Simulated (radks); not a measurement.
Sn3+, 47 electrons, occupied as [Kr] 4d10 5s1 (the NIST ground configuration).

Method: scalar-relativistic Kohn-Sham, RPBE, spin-unpolarised, spherical densities, finite nucleus; Fermi nuclear charge, rms radius 4.6519 fm; computed with a radial shooting solver on a logarithmic mesh with Libxc functionals.

Energy parts (hartree):
part                        energy
total                  -6175.47998
kinetic                 6447.46994
electron-nucleus      -14882.00435
Hartree                 2423.40622
exchange-correlation    -164.35179

Orbitals (lengths in bohr, moments of r in powers of bohr; <r^-3> diverges for s and p1/2):
orbital  occ.  eigenvalue (hartree)   <1/r>  <r^-3>
1s          2             -1067.344   53.09       -
2s          2             -162.0564   12.11       -
2p          6             -145.5775   11.65    4696
3s          2             -32.15167   4.303       -
3p          6             -26.76657   4.096   869.6
3d         10             -18.48237   3.865   119.6
4s          2              -6.00479   1.694       -
4p          6              -4.37855   1.538   156.3
4d         10              -2.02128   1.231   14.83
5s          1              -1.31315  0.6076       -

The highest occupied level is 5s at -35.733 eV. Summed over all electrons, <r^2> = 28.07 bohr^2, which gives a Langevin (diamagnetic) susceptibility term of -22.2 x 10^-6 cm^3/mol. For comparison, the ionisation energy in NIST's Atomic Spectra Database is 40.74 eV (measured). In exact Kohn-Sham theory the highest level is minus the ionisation energy, but local and semilocal functionals leave it too shallow, through self-interaction and a potential that decays too fast; potentials with the right tail come closer.

Beside tabulated values, note that spin-unpolarised runs miss the spin-polarisation part of the exchange energy of open shells.
